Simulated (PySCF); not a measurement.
(3E)-penta-1,3-diene (C5H8), SMILES C(/C=C)=C\C.

The structure is a stationary point at PBE-D3(BJ)/def2-SVP. One conformer was computed; it need not be the lowest.

Computed with PySCF with PBE-D3(BJ)/def2-SVP.

Harmonic, unscaled wavenumbers; measured fundamentals usually lie a few per cent lower.

```
mode  ν (cm⁻¹)  IR (km/mol)  moving atoms (share of kinetic energy)
----  --------  -----------  --------------------------------------
1          138          1.7                          C 51 %, H 49 %
2          192          1.7                          C 67 %, H 33 %
3          210          0.0                          H 71 %, C 29 %
4          259          1.9                          C 53 %, H 47 %
5          439          0.3                          C 61 %, H 39 %
6          473          0.0                          C 79 %, H 21 %
7          628          1.4                          H 78 %, C 22 %
8          818          8.8                          H 61 %, C 39 %
9          876         29.7                          H 71 %, C 29 %
10         880          9.2                          H 66 %, C 34 %
11         944          7.4                          H 85 %, C 15 %
12         954         13.6                          H 73 %, C 27 %
13        1006          0.6                          H 60 %, C 40 %
14        1012         30.9                           H 91 %, C 9 %
15        1088          0.5                          C 68 %, H 32 %
16        1178          1.2                          H 50 %, C 50 %
17        1233          1.8                          H 77 %, C 23 %
18        1263          0.2                          H 66 %, C 34 %
19        1275          3.0                          H 79 %, C 21 %
20        1340          1.6                          H 75 %, C 25 %
21        1381          8.7                          H 81 %, C 19 %
22        1396          7.8                                  H 96 %
23        1409          7.7                           H 91 %, C 9 %
24        1630          4.1                          C 87 %, H 13 %
25        1682         18.5                           C 91 %, H 9 %
26        2950         29.4                                  H 97 %
27        3014         11.4                           H 91 %, C 9 %
28        3054          0.5                           H 91 %, C 9 %
29        3058          2.5                           H 92 %, C 8 %
30        3068          1.6                                  H 92 %
31        3070         51.9                                  H 92 %
32        3076          3.8                                  H 93 %
33        3176          8.1                          H 89 %, C 11 %
```
